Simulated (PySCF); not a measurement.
**Trend along group 14: MTe molecules**

CCSD(T) with double-zeta basis sets in PySCF, for the lowest determinant that a PBE0 search found; no spin–orbit coupling. De refers to high-spin ground-configuration atoms.

```csv
M,basis,"reference, frozen orbitals",state (unpaired electrons),Re (Å),ωe (cm⁻¹),De (eV)
C,x2c-SVPall,"RHF, 19",singlet (closed shell),1.916,840,4.43
Si,x2c-SVPall,"RHF, 23",singlet (closed shell),2.298,479,4.28
Ge,def2-SVP,"RHF, 13",singlet (closed shell),2.378,318,4.00
Sn,def2-SVP,"RHF, 8",singlet (closed shell),2.572,253,3.61
```

The shortest bond is that of TeC (1.916 Å), the longest that of SnTe (2.572 Å).

The rows differ in basis set, which adds steps of its own.

Down a group the atoms grow and get heavier, so bonds lengthen and wavenumbers fall; this series shows no clear exception.

Correlated steps freeze the inner cores (8 to 23 orbitals); shallow outer-core shells are correlated. Correlated levels converge slowly with the basis: in double zeta they bind strong bonds too weakly, by up to about 1 eV, and carry superposition errors of some tenths. Spin–orbit coupling is left out, which matters for elements this heavy, above all for dissociation energies. Where the molecule has an RHF reference, its open-shell atoms are computed with UHF. The CCSD T1 diagnostic is raised in GeTe, SiTe, SnTe, TeC, a sign that a single reference may not be enough there.
